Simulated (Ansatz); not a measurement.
Z-matrix (Å, degrees):
```
C
Si 1 1.871
H 1 1.093 2 110.7
H 1 1.093 2 111.1 3 120.2
H 1 1.093 2 110.8 3 -119.8
C 2 1.855 1 112.1 3 58.3
H 2 1.493 1 110.0 3 -60.6
H 2 1.492 1 109.4 3 -178.9
C 6 1.510 2 119.6 1 -83.5
C 6 1.508 2 120.2 1 -152.9
H 6 1.087 2 116.2 1 61.3
H 9 1.083 6 117.7 2 142.2
H 9 1.084 6 118.1 2 -1.6
H 10 1.084 6 118.1 2 0.5
H 10 1.083 6 117.7 2 -143.1
```

Total charge 0; spin multiplicity 1.

Q: List the PBE0/def2-TZVPP orbital energies in eV (Ansatz). (Estimate.)

A: Ansatz gave: Occupied: -1802.00, -278.30, -278.28, -278.07, -277.63, -144.35, -99.01, -99.00, -98.98, -23.99, -19.54, -16.85, -16.75, -14.51, -13.53, -12.34, -11.42, -11.24, -10.27, -9.39, -9.33, -8.92, -8.18, -8.09. Lowest empty: 0.98, 1.28, 1.72, 1.96, 2.16, 2.56, 2.71, 2.86.
